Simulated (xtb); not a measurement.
Input file for xtb: GFN1-xTB on Mo2, 2S+1 = 1, a spin state set in the input, which need not be the lowest, a point of a bond scan (R = 1.882 Å).

```
$ xtb mol.xyz --gfn 1 --sp --chrg 0 --uhf 0
2

Mo     0.00000000     0.00000000     0.00000000
Mo     0.00000000     0.00000000     1.88203600
```

The head of its log:

```
[...]
           -------------------------------------------------
          |                Calculation Setup                |
           -------------------------------------------------



           -------------------------------------------------
          |                 G F N 1 - x T B                 |
           -------------------------------------------------

        Reference                      10.1021/acs.jctc.7b00118
      * Hamiltonian:
        H0-scaling (s, p, d)           1.850000    2.250000    2.000000
        zeta-weighting                 0.000000
      * Dispersion:
        s8                             2.400000
        a1                             0.630000
        a2                             5.000000
        s9                             0.000000
      * Repulsion:
        kExp                           1.500000
        rExp                           1.000000
      * Coulomb:
        alpha                          2.000000
        third order                    atomic
        anisotropic                    false
      * Halogen bond correction:
        rad-scale                      1.300000
        damping                        0.440000


          ...................................................
          :                      SETUP                      :
          :.................................................:
          :  # basis functions                  20          :
          :  # atomic orbitals                  18          :
          :  # shells                            6          :
          :  # electrons                        12          :
          :  # halogen bonds                     0          :
          :  max. iterations                   250          :
          :  Hamiltonian                  GFN1-xTB          :
          :  restarted?                      false          :
          :  GBSA solvation                  false          :
          :  PC potential                    false          :
          :  electronic temp.          300.0000000     K    :
          :  accuracy                    1.0000000          :
          :  -> integral cutoff          0.2500000E+02      :
          :  -> integral neglect         0.1000000E-07      :
          :  -> SCF convergence          0.1000000E-05 Eh   :
          :  -> wf. convergence          0.2000000E-04 e    :
          :  Broyden damping             0.4000000          :
          :  net charge                          0          :
          :  unpaired electrons                  0          :
          ...................................................

 iter      E             dE          RMSdq      gap      omega  full diag
   1     -4.2931473 -0.429315E+01  0.121E+01    0.43       0.0  T
   2     -4.2937316 -0.584241E-03  0.725E+00    0.42       1.0  T
```

### Question
Predict the final total energy.

### Answer
-3.4152 hartree.
